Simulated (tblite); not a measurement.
Species: C3H8O2Si.
Cartesian coordinates in Å at the GFN2-xTB level; atoms count from 1:
```xyz
14
C3H8O2Si angstrom
C      1.8469    0.7976   -0.0674
C      0.4975    0.5907    0.5703
O     -0.1746    1.5213    0.9754
C     -0.0062   -0.8010    0.5899
Si    -1.4640   -0.8467   -0.6756
O     -2.3837    0.4462   -0.3891
H      1.8224    0.4127   -1.0853
H      2.1042    1.8537   -0.0807
H      2.6055    0.2464    0.4847
H     -0.4386   -1.0210    1.5640
H      0.7675   -1.5270    0.3661
H     -2.2692   -2.0358   -0.4338
H     -0.8953   -0.7902   -2.0234
H     -2.0131    1.1526    0.1529
```

Calculated harmonic vibrations of the isolated species, GFN2-xTB (tblite), most abundant isotopes, no scaling. The method is semi-empirical: single wavenumbers can be off by several per cent or more. Modes of hydrogen on silicon can be 10 to 20 % off. One conformer, not necessarily the lowest.

Harmonic wavenumbers (cm⁻¹): 62.6, 90.5, 117.8, 156.6, 243.1, 375.0, 436.6, 502.6, 514.6, 560.0, 606.6, 686.0, 710.5, 787.0, 809.0, 877.6, 896.6, 937.6, 965.0, 986.1, 1102.4, 1143.9, 1225.7, 1367.3, 1450.0, 1458.1, 1464.3, 1708.6, 2256.2, 2324.8, 3007.8, 3019.9, 3027.1, 3048.6, 3052.4, 3450.9.

A = 4913, B = 1973, C = 1648 MHz; mass 104.029 u (most abundant isotopes); point group C1, symmetry number 1.

Question: What is the zero-point energy?

Answer: Half the sum of the wavenumbers: 22715 cm⁻¹ = 271.73 kJ/mol.

Question: Give the ideal-gas entropy at 298.15 K and 1 bar in the rigid-rotor, harmonic-oscillator model (classical rotation).

Answer: Translation 166.78, rotation 114.64, vibration 90.12: S = 371.5 J/(mol K).

Question: And Cp and H(298.15 K) − H(0)?

Answer: Cp = 131.36 J/(mol K), of which vibrations give 98.11 (their classical limit is 36 R = 299.3); H(298.15 K) − H(0) = 24.33 kJ/mol without the zero-point energy, 14.42 from vibrations.

Question: How do the functions run with temperature in this model?

Answer: 
```json
{"T (K)": "50", "S (J/(mol K))": "230.7", "Cp (J/(mol K))": "50.3", "H − H(0) (kJ/mol)": "1.97", "G − H(0) (kJ/mol)": "-9.57", "ln q(vib)": "0.30"}
{"T (K)": "100", "S (J/(mol K))": "270.9", "Cp (J/(mol K))": "66.4", "H − H(0) (kJ/mol)": "4.91", "G − H(0) (kJ/mol)": "-22.17", "ln q(vib)": "1.19"}
{"T (K)": "373.15", "S (J/(mol K))": "403.6", "Cp (J/(mol K))": "154.3", "H − H(0) (kJ/mol)": "35.07", "G − H(0) (kJ/mol)": "-115.52", "ln q(vib)": "6.49"}
{"T (K)": "500", "S (J/(mol K))": "453.3", "Cp (J/(mol K))": "185.9", "H − H(0) (kJ/mol)": "56.74", "G − H(0) (kJ/mol)": "-169.92", "ln q(vib)": "8.96"}
{"T (K)": "750", "S (J/(mol K))": "537.4", "Cp (J/(mol K))": "228.4", "H − H(0) (kJ/mol)": "108.94", "G − H(0) (kJ/mol)": "-294.11", "ln q(vib)": "13.63"}
{"T (K)": "1000", "S (J/(mol K))": "607.2", "Cp (J/(mol K))": "256.1", "H − H(0) (kJ/mol)": "169.73", "G − H(0) (kJ/mol)": "-437.43", "ln q(vib)": "17.92"}
```

q(vib) and H(0) count from the zero-point level.

Question: What must be added to the electronic energy to get the Gibbs energy at 298.15 K and 1 bar?

Answer: ZPE + [H(298.15 K) − H(0)] − T·S = 271.73 + 24.33 − 110.78 = 185.28 kJ/mol.

Question: Which modes carry the vibrational entropy at 298.15 K?

Answer: 62.6 cm⁻¹: 18.30; 90.5 cm⁻¹: 15.27; 117.8 cm⁻¹: 13.12; 156.6 cm⁻¹: 10.84; 243.1 cm⁻¹: 7.45; 375.0 cm⁻¹: 4.43 J/(mol K); the other 30 give 20.71 together.

Hindered rotation and anharmonicity are outside this model. Other conformers, if any are populated, would add a mixing term that is left out. The structure is chiral; the term R ln 2 for an equal mix with its mirror image is left out.
